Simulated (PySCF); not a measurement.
F2H4O3Si2.

```xyz
11

Si     1.2326     0.6017     0.1887
F      2.1890    -0.4033    -0.6636
F      1.1513     1.9778    -0.6682
Si    -0.8704    -0.4000     0.2102
O     -1.1068    -1.1124    -1.2691
O     -2.1508     0.6185     0.4290
O     -0.8087    -1.4403     1.4882
H      1.9220     0.9148     1.4661
H     -0.3532    -1.5781    -1.6466
H     -2.5367     0.9914    -0.3697
H     -1.6356    -1.8489     1.7668
```
Charge 0, spin multiplicity 1.

The structure is a stationary point at PBE0-D3(BJ)/def2-SVP. The structure was generated by enumeration, and PubChem lists no compound with its InChIKey, so it may never have been made. Other conformers were not sampled.

Computed with PBE0/pcSseg-1 (PySCF). Non-relativistic, no solvent.

Computed absolute GIAO shielding of each atom: isotropic value and principal components (ppm):
| atom | σ(iso) | σ11 | σ22 | σ33 | span |
|---|---|---|---|---|---|
| Si1 | 347.5 | 313.7 | 336.5 | 392.3 | 78.7 |
| F2 | 333.9 | 225.6 | 353.7 | 422.5 | 196.9 |
| F3 | 333.1 | 223.9 | 351.8 | 423.7 | 199.8 |
| Si4 | 395.9 | 374.2 | 394.1 | 419.4 | 45.2 |
| O5 | 255.8 | 208.7 | 248.5 | 310.2 | 101.4 |
| O6 | 276.5 | 252.2 | 261.6 | 315.8 | 63.6 |
| O7 | 264.2 | 222.4 | 257.4 | 312.8 | 90.5 |
| H8 | 26.0 | 23.0 | 23.4 | 31.7 | 8.7 |
| H9 | 28.9 | 21.6 | 24.4 | 40.8 | 19.2 |
| H10 | 29.3 | 21.7 | 23.9 | 42.3 | 20.6 |
| H11 | 28.9 | 21.5 | 23.0 | 42.2 | 20.7 |
